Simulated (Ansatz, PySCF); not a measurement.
Gas-phase reaction in SMILES: O (H2O) -> [OH] (HO) + H atom (the H-O bond at the site shown breaks; other sites are not compared here)
Structures are relaxed separately at B3LYP-D3(BJ)/def2-TZVP in Ansatz (a quantum-chemistry and plane-wave program).

Wanted: bond dissociation energy (0 K, with B3LYP-D3(BJ) harmonic zero-point energies from PySCF), in kcal/mol. Valence correlation only, unless marked. Open shells are spin-unrestricted. Spin-orbit coupling is left out. No relativistic terms. Basis-set limits of correlation are two-point, X^-3; Hartree-Fock from the larger set (for Q and 5 zeta extrapolated as (X+1)exp(-9√X)).

Level to compare with: CCSD(T)/CBS(cc-pVQZ,cc-pV5Z) (Ansatz), 117.7 kcal/mol. It is a level with limits of its own, and the differences hold the functionals' basis error too.

Task: Rank these functionals by how close they come to CCSD(T)/CBS(cc-pVQZ,cc-pV5Z), closest first: B97M-V/def2-TZVPD (Ansatz); wB97X-V/def2-TZVPD (Ansatz); PBE/def2-TZVPD (Ansatz).

Result: PBE/def2-TZVPD (GGA, 115.6 kcal/mol, difference -2.1), wB97X-V/def2-TZVPD (range-separated hybrid with VV10, 114.2 kcal/mol, difference -3.5), B97M-V/def2-TZVPD (meta-GGA with VV10, 113.2 kcal/mol, difference -4.5)
